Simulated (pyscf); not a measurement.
H₃C–CH₂–SiH: [singlet] → cyclic C₂H₆Si (SMILES C1C[SiH2]1), a rearrangement (singlet surface; C–H broken, H–Si, C–Si formed). Single points on ωB97X-D3(BJ)/def2-SVP structures (PySCF, gas phase). MP2 and CC: frozen core, UHF for open shells. ΔMP2 is the change of the MP2 total energy from the triple- to the quadruple-zeta basis. Energies in kcal/mol from the reactant's lowest minimum found.

Small-basis levels: PySCF, no dispersion term, spherical d functions. GFN2-xTB: tblite. Cost: rough CPU time at the saddle relative to B3LYP/6-31G*, from one job on a shared machine.

| level | barrier | reaction energy | cost |
|---|---|---|---|
| HF/STO-3G | 54.3 | -5.7 | 0.04 |
| HF/6-31G* | 28.0 | -7.0 | 0.08 |
| PBE/6-31G* | 5.9 | -14.3 | 1 |
| B3LYP/3-21G | 18.7 | -3.2 | 0.7 |
| B3LYP/LANL2DZ | 17.0 | -10.7 | 0.8 |
| B3LYP/6-311+G** | 12.6 | -11.5 | 2 |
| PBE/def2-SVP | 5.8 | -15.2 | 2 |
| B3LYP/def2-SVP | 12.5 | -11.8 | 1 |
| GFN2-xTB | 35.8 | -6.6 | under 0.02 |
| CCSD(T)/def2-TZVPP + ΔMP2(QZVPP) | 12.4 | -14.3 | – |

Against the last row the barrier runs from -6.5 (PBE/def2-SVP) to +41.9 kcal/mol (HF/STO-3G); B3LYP/def2-SVP happens to lie closest here (0.1 kcal/mol apart). CCSD(T)/def2-TZVPP + ΔMP2(QZVPP) has limits of its own. H₃C–CH₂–SiH: [singlet] lies 20.7 kcal/mol over its isomer H₂C=CH–SiH₃ (electronic energy, ωB97M-D3(BJ)). cyclic C₂H₆Si (SMILES C1C[SiH2]1) lies 7.4 kcal/mol over its isomer H₂C=CH–SiH₃ (electronic energy, ωB97M-D3(BJ)). One saddle was located; it need not be the lowest between these sides. The CCSD(T) − MP2 part came from Ansatz, without density fitting, on the same reference.
